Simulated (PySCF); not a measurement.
## Does the structure fit the spectrum?

A compound C₈H₁₂Si gives the data below (simulated from a calculation) and was assigned the structure `C#C[C@](C)(C#CC)[SiH2]C`.

13C{1H} NMR (computed): δ 154.5 (CH), 109.5 (CH2), 88.6 (C), 81.4 (C), 24.3 (CH), 22.9 (C), 17.4 (CH3), 5.2 (CH3).

1H NMR (400 MHz, computed): δ 7.05 (m, 1H), 4.88 (m, 1H), 4.45 (m, 1H), 3.03 (m, 1H), 2.75 (m, 1H), 2.04 (s, 3H), 1.61 (m, 1H), 1.55 (m, 3H).

[PySCF 2.14.0 with density-fitted response routines: shielding tensors at PBE0/pcSseg-1 (GIAO); structure optimised with GFN2-xTB; a single conformation; rapidly exchanging positions averaged; non-relativistic; isolated molecule]

Chemical shifts δ = σref − σ; 1H (σ = 31.72 ppm), 13C (σ = 186.93 ppm) against TMS, all at this level.

**Question.** Compare with the shifts computed for the proposed structure, pairing carbons in order of shift.

**Answer.** Structure with atom numbers: `[CH:1]#[C:2][C@:3]([CH3:4])([C:5]#[C:6][CH3:7])[SiH2:8][CH3:9]`. Each H is labelled by its parent atom.

| atom | computed for proposal | given list | difference |
| --- | --- | --- | --- |
| C2 | 91.4 | 154.5 | -63.1 |
| C5 | 86.9 | 109.5 | -22.6 |
| C6 | 84.9 | 88.6 | -3.7 |
| C1 | 75.9 | 81.4 | -5.5 |
| C4 | 28.0 | 24.3 | +3.7 |
| C3 | 15.0 | 22.9 | -7.9 |
| C7 | 5.0 | 17.4 | -12.4 |
| C9 | -8.0 | 5.2 | -13.2 |

The rms difference is 24.8 ppm and the largest -63.1 ppm at C2 (alkyne carbon). The carbon types in order of shift don't match either: C, C, C, CH, CH3, C, CH3, CH3 for the proposal against CH, CH2, C, C, CH, C, CH3, CH3 in the data. The proposal doesn't fit.

**Question.** Which isomer fits?

**Answer.** `C[C@@H]1[C@](C=C)(C#CC)[SiH2]1`.

- Carbon types of the structure: 3 × C, 2 × CH, 1 × CH2, 2 × CH3, leaving 2 H on heteroatoms.
- δC 154.5: alkene CH; the olefinic region.
- δC 109.5: terminal =CH2 carbon; an sp2 carbon of a C=C bond.
- δC 88.6, 81.4: alkyne carbon; sp carbons lie upfield of alkene carbons because the cylindrical π system leaves one tensor component strongly shielded.
- δC 24.3, 22.9: three-membered-ring carbon; carbons of three-membered rings are unusually shielded.

The data come from this structure; uniqueness wasn't tested.

Shifts are as computed. Against solution values, carbons near 30 ppm lie about +3 ppm off and those near 130 ppm about +5 ppm. Of 1211 compounds with measured shifts, 218 miss one by over three times the rms of a fit or turn the order of signals round; such compounds aren't used in these exercises. Multiplicities follow the n + 1 count of equivalent neighbours, as no J values were calculated; m marks all less simple cases, F and P coupling included.
